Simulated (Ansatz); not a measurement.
# Nudged elastic band run: Zn₁₂P

input.yaml

```yaml
crystal:
  lattice:
    - [5.32, 0.0, 0.0]
    - [2.66, 4.607255, 0.0]
    - [0.0, 0.0, 15.93696]
  atoms:
    - { symbol: Zn, position: [0.0, 0.0, 0.0627472] }
    - { symbol: Zn, position: [0.5, 0.0, 0.0627472] }
    - { symbol: Zn, position: [0.0, 0.5, 0.0627472] }
    - { symbol: Zn, position: [0.5, 0.5, 0.0627472] }
    - { symbol: Zn, position: [-0.16678121, 0.33342374, 0.21599586] }
    - { symbol: Zn, position: [0.33336754, 0.33336466, 0.21383412] }
    - { symbol: Zn, position: [-0.16681944, 0.8333861, 0.21379531] }
    - { symbol: Zn, position: [0.33342085, 0.83327391, 0.21382135] }
    - { symbol: Zn, position: [0.00927989, -0.01899939, 0.36663872] }
    - { symbol: Zn, position: [0.49969512, 0.00024051, 0.35724543] }
    - { symbol: Zn, position: [0.00925008, 0.50989924, 0.36690038] }
    - { symbol: Zn, position: [0.48051985, 0.50984491, 0.36746342] }
    - { symbol: P, position: [0.83453319, 0.33239019, 0.46998084] }
basis:
  ecutwfc: 420.0
kpoints:
  mp_grid: { grid: [5, 5, 1] }
hamiltonian:
  xc: pbe
scf:
  occupations: { method: fermi_dirac, width: 0.05 }
  lower_state_search: "off"
neb:
  images: 6
  f_tol: 0.05
  max_iterations: 17
  order_check: false
  climbing: immediate
  constraints: [{ sites: [0, 1, 2, 3] }]
  final_atoms:
    - { symbol: Zn, position: [0.0, 0.0, 0.0627472] }
    - { symbol: Zn, position: [0.5, 0.0, 0.0627472] }
    - { symbol: Zn, position: [0.0, 0.5, 0.0627472] }
    - { symbol: Zn, position: [0.5, 0.5, 0.0627472] }
    - { symbol: Zn, position: [-0.16681945, 0.33338612, 0.21379531] }
    - { symbol: Zn, position: [0.33342084, 0.33327393, 0.21382135] }
    - { symbol: Zn, position: [-0.16678122, 0.83342376, 0.21599586] }
    - { symbol: Zn, position: [0.33336753, 0.83336468, 0.21383412] }
    - { symbol: Zn, position: [0.00925007, 0.00989926, 0.36690038] }
    - { symbol: Zn, position: [0.48051984, 0.00984493, 0.36746342] }
    - { symbol: Zn, position: [0.00927988, 0.48100063, 0.36663872] }
    - { symbol: Zn, position: [0.49969511, 0.50024053, 0.35724543] }
    - { symbol: P, position: [0.83453318, 0.83239021, 0.46998084] }
```

Launched with:

```bash
$ ansatz run input.yaml --threads 4 --pin off --max-ram 10240MiB --backend cpu --events-out ev --progress --plain --runs-dir out
```

Output, in part (warnings, iteration lines):

```
NEB end point (image 0): max|allowed force component| = 4.051e-3 eV/Å (the criterion of neb.relax_end_points is 1.000e-2)
NEB end point (image 7): max|allowed force component| = 4.052e-3 eV/Å (the criterion of neb.relax_end_points is 1.000e-2)
NEB iter   1: max|band force component| = 7.996e0 eV/Å  barrier→ = 2.0721 eV  barrier← = 2.0721 eV  CI = image 4  Δτ_max = 0.1981 Å  (76 SCF iters)
NEB iter   2: max|band force component| = 3.890e0 eV/Å  barrier→ = 1.0418 eV  barrier← = 1.0418 eV  CI = image 4  Δτ_max = 0.1991 Å  (57 SCF iters)
NEB iter   3: max|band force component| = 2.410e0 eV/Å  barrier→ = 0.6085 eV  barrier← = 0.6085 eV  CI = image 4  Δτ_max = 0.2000 Å  (53 SCF iters)
NEB iter   4: max|band force component| = 1.524e0 eV/Å  barrier→ = 0.3366 eV  barrier← = 0.3366 eV  CI = image 4  Δτ_max = 0.1942 Å  (50 SCF iters)
NEB iter   5: max|band force component| = 9.942e-1 eV/Å  barrier→ = 0.2526 eV  barrier← = 0.2526 eV  CI = image 4  Δτ_max = 0.1993 Å  (47 SCF iters)
NEB iter   6: max|band force component| = 7.059e-1 eV/Å  barrier→ = 0.1998 eV  barrier← = 0.1998 eV  CI = image 2  Δτ_max = 0.1988 Å  (50 SCF iters)
NEB iter   7: max|band force component| = 5.693e-1 eV/Å  barrier→ = 0.1858 eV  barrier← = 0.1858 eV  CI = image 4  Δτ_max = 0.1952 Å  (48 SCF iters)
NEB iter   8: max|band force component| = 5.258e-1 eV/Å  barrier→ = 0.1768 eV  barrier← = 0.1768 eV  CI = image 2  Δτ_max = 0.2000 Å  (47 SCF iters)
NEB iter   9: max|band force component| = 3.490e-1 eV/Å  barrier→ = 0.1786 eV  barrier← = 0.1786 eV  CI = image 4  Δτ_max = 0.1203 Å  (46 SCF iters)
NEB iter  10: max|band force component| = 3.182e-1 eV/Å  barrier→ = 0.1723 eV  barrier← = 0.1723 eV  CI = image 2  Δτ_max = 0.1139 Å  (45 SCF iters)
NEB iter  11: max|band force component| = 2.782e-1 eV/Å  barrier→ = 0.1739 eV  barrier← = 0.1739 eV  CI = image 5  Δτ_max = 0.2000 Å  (45 SCF iters)
NEB iter  12: max|band force component| = 2.228e-1 eV/Å  barrier→ = 0.1822 eV  barrier← = 0.1822 eV  CI = image 5  Δτ_max = 0.1455 Å  (51 SCF iters)
NEB iter  13: max|band force component| = 7.685e-2 eV/Å  barrier→ = 0.1738 eV  barrier← = 0.1738 eV  CI = image 5  Δτ_max = 0.1168 Å  (46 SCF iters)
NEB iter  14: max|band force component| = 3.324e-2 eV/Å  barrier→ = 0.1709 eV  barrier← = 0.1709 eV  CI = image 5  Δτ_max = 0.0000 Å  (41 SCF iters)
```

It converged. The order of the stationary point at the top wasn't checked. Limits of this set-up: coarse k mesh, thin slab, slab without dipole correction, odd electron count without spin.

Final band (atoms are numbered from 1 in the order of the input):

```
image  path coordinate (Å)  energy (eV)  Zn12–P13 (Å)  Zn10–P13 (Å)
    0                 0.00        0.000          2.31          3.55
    1                 0.63        0.056          2.31          3.08
    2                 1.26        0.165          2.31          2.46
    3                 1.88        0.166          2.32          2.30
    4                 2.51        0.170          2.29          2.32
    5                 3.14        0.171          2.37          2.32
    6                 3.85        0.096          2.90          2.31
    7                 4.56        0.000          3.55          2.31
```

Time of the run: 15 min on 4 threads of Intel(R) Xeon(R) Platinum 8488C (Sapphire Rapids), on a shared host, peak memory 2.8 GiB.
